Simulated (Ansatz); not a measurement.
`[GeH3][S][GeH3]` + `CN[SiH2]O` → `C[N]([GeH3])[SiH2]O` + `[SH][GeH3]`  (ligand exchange at a Ge–S bond)

Gas-phase electronic energies from Ansatz, PBE0-D4/def2-TZVP geometries. CBS: MP2 limit from def2 TZ/QZ plus the TZ coupled-cluster correction, frozen cores. DFT in def2-TZVPP. B3LYP here is the variant with VWN-RPA as its local correlation; programs differ in this. For Ge outer-core shells are correlated without core-valence functions, which leaves a few kJ/mol of doubt a bond. Scalar relativity is left out up to krypton. One conformer a species, not always the lowest.

| level | ΔE (kJ/mol) |
| --- | --- |
| B3LYP | 47.4 |
| MP2/def2-TZVPP | 38.8 |

(1) What does CCSD(T)/CBS give? (An estimate is asked.)

Largest T1 diagnostic among the species: 0.012.

Results:

(1) Ansatz gave: +41.4 kJ/mol. The listed levels differ from it by 6.0, -2.6 kJ/mol.

In def2-TZVPP, CCSD(T) changes the Hartree–Fock value by −8.9 kJ/mol (the triples alone add −0.6 kJ/mol) and MP2 by −7.1 kJ/mol. The D4 term adds −3.9 kJ/mol with B3LYP and −2.3 kJ/mol with PBE0; it sums over pairs of atoms, weighted by their polarisabilities, and B3LYP, whose exchange is more repulsive, gets the larger term.
